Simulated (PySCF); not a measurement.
Predicted microwave data (PBE0/pcSseg-1 in PySCF (dipole) on a GFN2-xTB geometry, gas phase) for one isomer of C5H13NOSi:

```
Rotational constants : A = 1942, B = 1052, C = 723.4 MHz
Dipole components    : |μa| = 0.37 D, |μb| = 0.31 D, |μc| = 0.88 D
Inertial defect      : -42.29 u·Å²
κ                    : -0.46
```

Question: Which candidate fits, each taken in the one conformer that was computed?
A. `[CH3:1][C:2](=[O:3])[C@@H:4]([CH3:5])[CH2:6][NH:7][SiH3:8]` with C1–C2–C4–C5 106°, C2–C4–C6–N7 72°, C4–C6–N7–Si8 -87°
B. `[CH3:1][CH2:2][N:3]([CH2:4][SiH3:5])[C:6]([CH3:7])=[O:8]` with C1–C2–N3–C4 -85°, C2–N3–C4–Si5 -101°, C2–N3–C6–C7 -4°
C. `[CH3:1][CH2:2][O:3][SiH2:4][C@@H:5]1[CH2:6][CH2:7][NH:8]1` with C1–C2–O3–Si4 -60°, C2–O3–Si4–C5 -58°, O3–Si4–C5–C6 -73°, Si4–C5–C6–C7 -103°, C5–C6–C7–N8 -14°, C6–C7–N8–C5 15°, Si4–C5–N8–C7 102°
D. `[CH3:1]/[CH:2]=[CH:3]/[Si@H:4]([NH:5][CH3:6])[O:7][CH3:8]` with C2–C3–Si4–N5 129°, C3–Si4–N5–C6 61°, C3–Si4–O7–C8 -177°

Answer: D. It is C/C=C/[Si@H](NC)OC, an asymmetric top, point group C1. The candidates at the same level (rigid rotor, commonest isotopes):

```csv
SMILES,A (MHz),B (MHz),C (MHz),μa (D),μb (D),μc (D),Δ (u·Å²),point group,rotor
CCO[SiH2][C@@H]1CCN1,4046,814.4,797.2,0.80,0.50,0.28,-111.53,C1,near-prolate asymmetric top
CC(=O)[C@@H](C)CN[SiH3],2271,1182,943.3,1.31,1.05,2.96,-114.27,C1,asymmetric top
CCN(C[SiH3])C(C)=O,2035,1287,903.0,2.21,3.00,1.11,-81.31,C1,asymmetric top
C/C=C/[Si@H](NC)OC,1942,1052,723.4,0.37,0.31,0.88,-42.29,C1,asymmetric top
```

`CCO[SiH2][C@@H]1CCN1` has A 108 % too high; `CC(=O)[C@@H](C)CN[SiH3]` has C 30 % too high; `CCN(C[SiH3])C(C)=O` has C 25 % too high. No structure here is proved a minimum.
